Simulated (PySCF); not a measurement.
From one molecule to another.

First species: C₅H₁₃FSSi.
Z-matrix (Å and degrees, GFN2-xTB geometry), rows numbered from 1:
```
C 
Si  1  1.8983
C   2  1.9231  1  108.78
C   3  1.5210  2  110.55  1   177.71
F   4  1.3749  3  110.56  2   -56.55
C   3  1.5171  2  111.66  1   -59.74
S   6  1.8318  3  114.44  2   176.38
C   7  1.8153  6   99.73  3   -75.14
H   1  1.0847  2  110.20  3  -174.71
H   1  1.0860  2  112.11  3    65.91
H   1  1.0864  2  111.84  3   -55.35
H   2  1.4694  1  110.03  3  -117.61
H   2  1.4617  1  110.46  3   118.90
H   3  1.0952  2  108.47  1    60.29
H   4  1.0956  3  111.90  2  -175.35
H   4  1.0948  3  111.24  2    61.78
H   6  1.0895  3  111.30  2    55.56
H   6  1.0897  3  110.78  2   -65.90
H   8  1.0865  7  109.34  6   -56.34
H   8  1.0862  7  110.21  6    65.62
H   8  1.0846  7  106.70  6  -175.31
```

Second species: C6H10ClNSi2.
InChI=1S/C6H10ClNSi2/c7-4-10-6-1-5(2-8)9-3-6/h1,6H,3-4,9-10H2/t6-/m0/s1

Levels: PBE0/pcSseg-1 for HOMO energy, LUMO energy and HOMO–LUMO gap. Geometries: GFN2-xTB. Each structure is a single optimised conformer of the isolated species, non-relativistic unless stated; the electronic structure was computed with PySCF and density fitting.

Dipoles, sizes and rotational constants follow the conformer. The torsions of the flexible species, by atom-mapped SMILES:
- `[CH3:1][SiH2:2][C@@H:3]([CH2:4][F:5])[CH2:6][S:7][CH3:8]`: C1–Si2–C3–C4 178°, Si2–C3–C4–F5 -57°, Si2–C3–C6–S7 176°, C3–C6–S7–C8 -75°

The conformers of `N#CC1=C[C@H]([SiH2]CCl)C[SiH2]1` aren't listed.

```
     property  column X  column Y
  HOMO energy  -6.49 eV  -7.58 eV
  LUMO energy   0.70 eV  -1.61 eV
HOMO–LUMO gap   7.19 eV   5.97 eV
```

Q: Which column belongs to which species?

A: Column X is the first species and column Y the second. The first has 21 atoms and 82 electrons, the second 20 and 98.

Q: How does each property change from the first species to the second?

A: HOMO energy -1.09 eV; LUMO energy -2.31 eV; HOMO–LUMO gap -1.22 eV.

